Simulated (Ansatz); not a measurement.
Compare A (`FC([SiH3])([SiH3])[SiH3]`) with its isomer B (`FC[SiH]([SiH3])[SiH3]`).

Calculated with Ansatz (gas phase, PBE0-D4/def2-TZVP geometries, no zero-point term in ΔE). CBS: MP2 limit from def2 TZ/QZ plus the TZ coupled-cluster correction, frozen cores. DFT in def2-TZVPP. Each species was taken in one conformer, which may not be the lowest.

(1) Which is lower in electronic energy at CCSD(T)/CBS, and by how much? (Estimate.)

(2) Give E(B) − E(A) in kcal/mol with CCSD/def2-TZVPP, MP2/def2-TZVPP, r2SCAN-D4, B2PLYP, HF/def2-TZVPP, CCSD(T)/def2-TZVPP, ωB97M-V. (Estimate.)

Largest T1 diagnostic: 0.013.

## Answers

(1) Ansatz gave: B, by 5.7 kcal/mol.

(2) Ansatz gave: CCSD/def2-TZVPP -6.5, MP2/def2-TZVPP -4.0, r2SCAN-D4 -7.7, B2PLYP -6.4, HF/def2-TZVPP -6.6, CCSD(T)/def2-TZVPP -6.1, ωB97M-V -3.7. None reverses the order clearly.

The D4 term adds +1.8 kcal/mol with B3LYP and +0.9 kcal/mol with PBE0; it sums over pairs of atoms, weighted by their polarisabilities, and B3LYP, whose exchange is more repulsive, gets the larger term.

B3LYP here is the variant with VWN-RPA as its local correlation; programs differ in this.
